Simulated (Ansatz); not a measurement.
Molecular dynamics of H$_{3}$CCl

Input file:

```yaml
accuracy: low
crystal:
  lattice:
    - [8.203132, 0.0, 0.0]
    - [0.0, 8.203132, 0.0]
    - [0.0, 0.0, 8.203132]
  atoms:
    - { symbol: C, position: [0.22078505, 0.96646656, 0.63804788] }
    - { symbol: Cl, position: [0.15877439, 0.89627193, 0.82302083] }
    - { symbol: H, position: [0.1230591, 0.97233559, 0.55950861] }
    - { symbol: H, position: [0.28659147, 1.07122882, 0.64491618] }
    - { symbol: H, position: [0.29344637, 0.8705553, 0.5845544] }
    - { symbol: C, position: [0.83622684, 0.63158769, 0.15880202] }
    - { symbol: Cl, position: [0.80570297, 0.43386774, 0.28225667] }
    - { symbol: H, position: [0.82574747, 0.70117291, 0.26048756] }
    - { symbol: H, position: [0.97089327, 0.64013224, 0.10776368] }
    - { symbol: H, position: [0.75180042, 0.62686464, 0.0474261] }
    - { symbol: C, position: [0.08197408, 0.15910157, 0.12525196] }
    - { symbol: Cl, position: [0.03474287, -0.01151475, 0.25678861] }
    - { symbol: H, position: [0.03473193, 0.25866887, 0.19264123] }
    - { symbol: H, position: [0.22208417, 0.18539191, 0.107573] }
    - { symbol: H, position: [0.04459354, 0.13974259, -0.0012429] }
    - { symbol: C, position: [0.95661795, 0.49558575, 0.76744175] }
    - { symbol: Cl, position: [0.75183233, 0.53610941, 0.70298752] }
    - { symbol: H, position: [1.02367589, 0.60468697, 0.76482632] }
    - { symbol: H, position: [0.95951554, 0.4605917, 0.90977399] }
    - { symbol: H, position: [0.9834145, 0.39981251, 0.6766114] }
    - { symbol: C, position: [0.67385106, 0.92898938, 0.54417832] }
    - { symbol: Cl, position: [0.79771458, 1.07262807, 0.64947826] }
    - { symbol: H, position: [0.62867905, 0.98529941, 0.42418408] }
    - { symbol: H, position: [0.74945226, 0.83873484, 0.49737142] }
    - { symbol: H, position: [0.5679215, 0.87909509, 0.62648415] }
    - { symbol: C, position: [0.17578495, 0.63139274, 0.35015597] }
    - { symbol: Cl, position: [0.31952615, 0.61414076, 0.52269684] }
    - { symbol: H, position: [0.17054454, 0.49961975, 0.32178121] }
    - { symbol: H, position: [0.07030729, 0.68364288, 0.40137309] }
    - { symbol: H, position: [0.20485618, 0.72446043, 0.26287094] }
basis:
  ecutwfc: 420.0
kpoints:
  mp_grid: { grid: [1, 1, 1] }
hamiltonian:
  xc: pbe
scf:
  occupations: { method: fermi_dirac, width: 0.02 }
  lower_state_search: "off"
md:
  timestep: 1.5
  n_steps: 200
  ensemble: nvt_langevin
  temperature: 1000.0
  initial_velocities: maxwell_boltzmann
  seed: 902541
  friction: 0.02
```

Run as:

```bash
$ ansatz run input.yaml --threads 1 --pin off --max-ram 3072MiB --backend cpu --events-out ev --progress --plain --runs-dir out
```

It goes on from the last frame of an earlier run, with new velocities.

Output, in part (step lines):

```
md step     0: t =     0.00 fs  T =   966.7 K  F+E_penalty+E_count = -8272.98808760 eV  E_kin = 3.748540 eV  (9 SCF iters)
md step     1: t =     1.50 fs  T =   851.1 K  F+E_penalty+E_count = -8272.72198683 eV  E_kin = 3.300215 eV  (9 SCF iters)
md step     2: t =     3.00 fs  T =   895.5 K  F+E_penalty+E_count = -8272.69929778 eV  E_kin = 3.472729 eV  (8 SCF iters)
md step     3: t =     4.50 fs  T =   870.2 K  F+E_penalty+E_count = -8272.74368237 eV  E_kin = 3.374621 eV  (8 SCF iters)
md step     4: t =     6.00 fs  T =   859.8 K  F+E_penalty+E_count = -8272.79006120 eV  E_kin = 3.334129 eV  (8 SCF iters)
md step     5: t =     7.50 fs  T =   801.0 K  F+E_penalty+E_count = -8272.76829748 eV  E_kin = 3.106192 eV  (8 SCF iters)
md step     6: t =     9.00 fs  T =   777.1 K  F+E_penalty+E_count = -8272.90608265 eV  E_kin = 3.013383 eV  (8 SCF iters)
md step     7: t =    10.50 fs  T =   688.2 K  F+E_penalty+E_count = -8272.57926697 eV  E_kin = 2.668888 eV  (8 SCF iters)
[... lines left out ...]
md step   200: t =   300.00 fs  T =  1054.3 K  F+E_penalty+E_count = -8273.16410606 eV  E_kin = 4.088370 eV  (9 SCF iters)
```

The steps, from the saved trajectory:

| time (fs) | T (K) | potential energy less start (eV) |
| --- | --- | --- |
| 0.0 | 967 | 0.000 |
| 9.0 | 777 | 0.082 |
| 18.0 | 924 | -0.242 |
| 27.0 | 775 | 0.772 |
| 36.0 | 1124 | -0.038 |
| 45.0 | 953 | 0.366 |
| 54.0 | 1015 | -0.207 |
| 63.0 | 731 | 1.316 |
| 72.0 | 1033 | -0.032 |
| 81.0 | 870 | 0.088 |
| 90.0 | 754 | 0.283 |
| 99.0 | 741 | 0.270 |
| 108.0 | 880 | -0.200 |
| 117.0 | 749 | 0.148 |
| 126.0 | 825 | 0.291 |
| 135.0 | 993 | -0.081 |
| 144.0 | 1080 | 0.570 |
| 153.0 | 1093 | 0.485 |
| 162.0 | 1409 | 0.086 |
| 171.0 | 1145 | 0.529 |
| 180.0 | 847 | 1.335 |
| 189.0 | 1079 | 0.687 |
| 198.0 | 1108 | 0.615 |
| 207.0 | 879 | 1.121 |
| 216.0 | 1167 | 0.063 |
| 225.0 | 1004 | 0.285 |
| 234.0 | 1197 | -0.345 |
| 243.0 | 918 | 0.216 |
| 252.0 | 1230 | -0.613 |
| 261.0 | 988 | -0.128 |
| 270.0 | 1044 | -0.177 |
| 279.0 | 1045 | -0.436 |
| 288.0 | 1020 | 0.009 |
| 297.0 | 951 | 0.184 |

All steps were run. A step of 1.5 fs is long for free X–H stretches (periods near 10 fs) and can bias their spread and the temperature. A run of 0.3 ps of so small a system gives no equilibrium averages. Limits of this set-up: coarse k mesh, low accuracy level.

Mean squared displacements from the first frame to the last, about the centre of mass: C 1.43 Å², Cl 1.11 Å², H 3.85 Å².

Last frame:

```xyz
30
Lattice="8.2031 0.0000 0.0000 0.0000 8.2031 0.0000 0.0000 0.0000 8.2031" Properties=species:S:1:pos:R:3
C 3.041 6.910 6.805
Cl 1.216 6.944 6.294
H 3.277 7.987 6.640
H 3.276 6.722 7.874
H 3.461 6.395 5.900
C 5.611 4.875 1.788
Cl 6.713 3.479 2.126
H 4.691 4.604 2.128
H 5.798 5.748 2.436
H 5.405 4.978 0.708
C 1.304 1.146 0.843
Cl 1.179 -0.298 2.043
H 1.121 0.539 -0.032
H 0.524 1.819 1.024
H 2.413 1.408 0.916
C 7.956 4.204 7.376
Cl 7.164 4.610 5.834
H 8.831 3.562 7.265
H 8.341 5.236 7.757
H 7.303 3.836 8.180
C 5.808 7.995 4.674
Cl 5.632 9.480 5.677
H 6.669 8.087 4.046
H 6.088 7.273 5.427
H 5.041 7.418 3.989
C 2.107 4.001 3.353
Cl 3.519 3.368 4.531
H 1.285 3.324 3.178
H 1.615 4.894 3.858
H 2.861 4.268 2.467
```

Time of the run: 4.7 min on 1 CPU thread of a shared host.
